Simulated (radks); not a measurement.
Values are calculated unless marked as measured or tabulated.
Q: Excited configurations of neutral tantalum: one electron is placed in a higher orbital outside [Xe] 4f14 5d3 6s1. The ground configuration is [Xe] 4f14 5d3 6s2. Code: a radial shooting solver on a logarithmic mesh with Libxc functionals. Model: scalar-relativistic Kohn-Sham, r2SCAN, spin-polarised, spherical densities, finite nucleus; open shells are filled with parallel spins first (spin-orbit coupling, left out, can overturn this in heavy ions); meta-GGA in the generalised Kohn-Sham scheme; Fermi nuclear charge, rms radius 5.3507 fm. Excitation = E - E(ground); binding = E(ion) - E, where the ion is the core of charge +1; n* = 1/sqrt(2 binding) in atomic units, and the quantum defect is n - n*.

| outer orbital | excitation (eV) | binding (eV) | n* | quantum defect | eigenvalue (eV) | <r> (bohr) |
|---|---|---|---|---|---|---|
| 6p | 2.322 | 4.697 | 1.702 | 4.298 | -2.534 | 4.361 |
| 6d | 5.512 | 1.507 | 3.004 | 2.996 | -0.696 | 10.80 |
| 7s | 4.517 | 2.502 | 2.332 | 4.668 | -1.539 | 8.598 |
| 7f | 6.584 | 0.436 | 5.587 | 1.413 | -0.269 | 45.26 |

Estimate the row for 7p.

A: excitation (eV) 5.246; binding (eV) 1.773; n* 2.770; quantum defect 4.230; eigenvalue (eV) -1.063; <r> (bohr) 11.39. The Delta-SCF ionisation energy is 7.020 eV (NIST Atomic Spectra Database: 7.550 eV, measured). Self-interaction in the functional shifts the binding energies and quantum defects, so they are the method's values and not measured ones. Open shells are spherical and high-spin; term and fine-structure splittings are not resolved. Spin-orbit splitting is averaged out at the scalar-relativistic level.
